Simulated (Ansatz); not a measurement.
**Worked example: C2H7ClSi2 + BCl2F → C2H7FSi2 + BCl3**

Species: C2H7ClSi2 `C=C[SiH2][SiH2]Cl`, singlet; BCl2F (dichlorofluoroborane) `FB(Cl)Cl`, singlet; C2H7FSi2 `C=C[SiH2][SiH2]F`, singlet; BCl3 (boron trichloride) `ClB(Cl)Cl`, singlet. The partners trade Cl for F: Si–Cl and B–F bonds give way to Si–F and B–Cl.

Shapes, held fixed at every level: PBE0-D4/def2-TZVP. Flexible molecules stand in one conformer, not always the lowest. Programs: Ansatz 0.2.0. The zero-point and thermal change to 298 K, harmonic and unscaled (PBE0-D4/def2-TZVP), is -1.1 kJ/mol.

At CCSD(T)/CBS estimate; 1 Eh = 2625.50 kJ/mol:

| species | energy (Eh) |
| --- | --- |
| C2H7ClSi2 | -1118.274824 |
| BCl2F | -1044.282208 |
| C2H7FSi2 | -758.298565 |
| BCl3 | -1404.247322 |

Q: Work out ΔH(298 K) of the reaction at this level.

A: 
1. Products less reactants: (-758.298565) + (-1404.247322) − [(-1118.274824) + (-1044.282208)] = 0.011145 Eh = +29.3 kJ/mol.
2. With the thermal change: +29.3 + (-1.1) = +28.2 kJ/mol.

Other levels give +30.6 (PBE-D4/def2-TZVPP) to +38.5 kJ/mol (CCSD(T)/def2-SVP). No measured value is set beside it here. The CBS estimate extrapolates MP2 from def2-TZVPP and def2-QZVPP and adds CCSD(T) − MP2 in the triple-zeta set, cores frozen.
